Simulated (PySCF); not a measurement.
Species: C₃H₇FN₄Si.
Geometry (GFN2-xTB, Å), atoms numbered from 1 in this order:
```xyz
16
C3H7FN4Si angstrom
C      2.710   -0.668   -0.040
N      1.281   -0.555   -0.222
Si     0.386    0.804    0.295
N     -1.280    0.292    0.035
C     -1.859   -0.942   -0.081
N     -3.145   -0.860   -0.187
N     -3.483    0.447   -0.140
C     -2.375    1.093   -0.006
F     -2.246    2.403    0.086
H      3.269   -0.261   -0.887
H      2.988   -1.715    0.090
H      2.995   -0.117    0.852
H      0.965   -1.085   -1.021
H      0.570    0.963    1.735
H      0.513    2.062   -0.445
H     -1.297   -1.851   -0.076
```

Method: PySCF 2.14.0, density-fitted response routines, TDDFT PBE0/def2-SVPD, vertical, gas phase, core orbitals frozen in the response.

Ground-to-excited transition dipoles (e·a0, same axes as the geometry; the sign carries no meaning), for the states with f of 0.002 or more among the lowest 8:

| state | E (eV) | μx | μy | μz |
| --- | --- | --- | --- | --- |
| S2 | 5.937 | 0.094 | -0.117 | 0.003 |
| S3 | 6.369 | -0.086 | 0.098 | -0.061 |
| S5 | 6.468 | 0.090 | 0.073 | 0.056 |
| S6 | 6.659 | -0.207 | 0.325 | -0.041 |
| S7 | 6.740 | 0.036 | -0.061 | -0.097 |
| S8 | 6.833 | 0.014 | -0.017 | 0.131 |

Question: What oscillator strength does each state have?

Answer: f = (2/3) ΔE |μ|² with ΔE in hartree (27.2114 eV).

```csv
state,|μ|² (au),|μ| (D),f
S2,0.022,0.38,0.003
S3,0.021,0.37,0.003
S5,0.017,0.33,0.003
S6,0.150,0.99,0.025
S7,0.014,0.30,0.002
S8,0.018,0.34,0.003
```

Question: What peak molar absorption coefficient would the strongest computed level give as a lone Gaussian band 0.4 eV wide at half height?

Answer: ε(max) = 2.175×10⁸ f / FWHM, with the width in cm⁻¹. S6: 2.175×10⁸ × 0.0245 / 3226 ≈ 1700 L mol⁻¹ cm⁻¹.

One conformer stands for the species.
